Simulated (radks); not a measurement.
The nuclear charge of neutral potassium is varied continuously with 19 electrons held in [Ar] 4s1. Method: non-relativistic Kohn-Sham, LDA (Slater exchange, Perdew-Wang correlation), spin-polarised, spherical densities, point nucleus; open shells are filled with parallel spins first; computed with a radial shooting solver on a logarithmic mesh with Libxc functionals. By the Hellmann-Feynman theorem dE/dZ = E(electron-nucleus)/Z, the electronic potential at the nucleus.

Z      E (hartree)  E(electron-nucleus)/Z (hartree)  HOMO  e(HOMO) (eV)  <r> HOMO (bohr)
18.75   -579.65723                         -73.5370    4s        -1.354            5.499
19      -598.19918                         -74.7978    4s        -2.616            4.841
19.25   -617.05580                         -76.0547    4s        -4.079            4.388
19.5    -636.22631                         -77.3090    4s        -5.717            4.046
19.75   -655.71013                         -78.5613    4s        -7.513            3.775
20      -675.50684                         -79.8121    4s        -9.458            3.551

The central difference of E at Z = 19 is -74.797 hartree, to compare with the third column; the second derivative is -5.03 hartree.
